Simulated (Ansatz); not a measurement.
Reaction (ligand exchange at a B–C bond): `CB1C[SiH2]1` + HCl → `ClB1C[SiH2]1` + CH₄

Program: Ansatz. Geometries: PBE0-D4/def2-TZVP. ΔE: electronic, gas phase. CCSD(T)/CBS adds triple-zeta CCSD(T) − MP2 to the extrapolated MP2 energy (def2 sets, frozen cores). This one scheme is used for every species. DFT in def2-TZVPP.

```
       level  ΔE (eV)
     r2SCANh    -0.91
HF/CBS(def2)    -0.92
```

Problem. What does CCSD(T)/CBS give? (Estimate.)

Solution. Ansatz gave: -0.86 eV. The listed levels differ from it by -0.05, -0.06 eV.

Problem. What do rigid-rotor, harmonic-oscillator terms from PBE0-D4/def2-TZVP frequencies (298.15 K, 1 bar) make of the CCSD(T)/CBS value? (An estimate is asked.)

Solution. Ansatz gave: ΔZPE = +0.08 eV, ΔH = -0.80 eV, ΔS = -12 J/(mol·K), ΔG = -0.76 eV.

Largest T1 diagnostic among the species: 0.013.

At CCSD(T), def2-SVP lies −0.11 eV from the extrapolated value and def2-TZVPP −0.00 eV. Leaving LDA and LC-ωPBE aside and taking each functional with its dispersion term where it has one, the values, not all of them listed here, spread over 0.04 eV, from B2PLYP to ωB97M-V. LDA lies +0.05 eV from PBE without D4.
